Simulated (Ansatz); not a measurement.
Relaxation of CH6GaO2 (10 atoms, charge 0, multiplicity 2), to a largest force component of 0.03 eV/Å in at most 50 steps.

Level of theory: Ansatz 0.2.0, UKS PBE/def2-SVP.

```xyz
10
Properties=species:S:1:pos:R:3
Ga -0.040 -0.795 -0.467
H 0.035 -0.289 2.257
O 1.450 -0.053 -1.218
H 2.262 -0.508 -0.931
O -1.567 0.014 -1.054
H -2.362 -0.386 -0.653
C 0.009 -0.013 3.333
H -0.545 -0.791 3.892
H 1.045 0.056 3.716
H -0.498 0.966 3.449
```

Task: Where does it end, and by what steps?

Result: The run converged. The force dipped under the threshold on the way, but the program's further checks kept it going. After 7 steps the energy has fallen by 0.005 eV; H2 moved furthest, 0.31 Å.

| step | energy less start (eV) | largest force component (eV/Å) | accepted |
| --- | --- | --- | --- |
| 0 | 0.0000 | 0.131 | yes |
| 1 | -0.0038 | 0.058 | yes |
| 2 | -0.0046 | 0.031 | yes |
| 3 | -0.0049 | 0.008 | yes |
| 4 | -0.0050 | 0.023 | yes |
| 5 | -0.0051 | 0.033 | yes |
| 6 | -0.0052 | 0.017 | yes |
| 7 | -0.0053 | 0.011 | yes |

```xyz
10
Properties=species:S:1:pos:R:3
Ga -0.053 -0.784 -0.576
H 0.062 -0.544 2.431
O 1.442 -0.017 -1.283
H 2.255 -0.473 -0.993
O -1.577 0.047 -1.134
H -2.376 -0.374 -0.763
C 0.020 -0.038 3.417
H -0.553 -0.667 4.124
H 1.047 0.108 3.797
H -0.477 0.944 3.305
```

Whether the end is a true minimum wasn't checked by a vibrational analysis.

The run took 14 s on 4 threads of Arm Neoverse V1, on a shared host, peak memory 0.17 GiB.
